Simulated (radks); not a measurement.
Results of a calculation; reference values are marked as such.
Q: Ionisation of As+, [Ar] 3d10 4s2 4p2, to As2+, [Ar] 3d10 4s2 4p1, under several functionals. Dirac Kohn-Sham, spin-unpolarised, spherical densities, point nucleus; open shells fill j = l - 1/2 first; a radial shooting solver on a logarithmic mesh with Libxc functionals. Known Delta-SCF values: BLYP 18.040 eV. What does exchange-only PBE give, and what is its highest occupied eigenvalue?

A: 17.218 eV by Delta-SCF; the 4p1/2 eigenvalue is -12.605 eV. NIST: 18.589 eV (measured).

Beside tabulated values, note that spin-unpolarised runs miss the spin-polarisation part of the exchange energy of open shells.
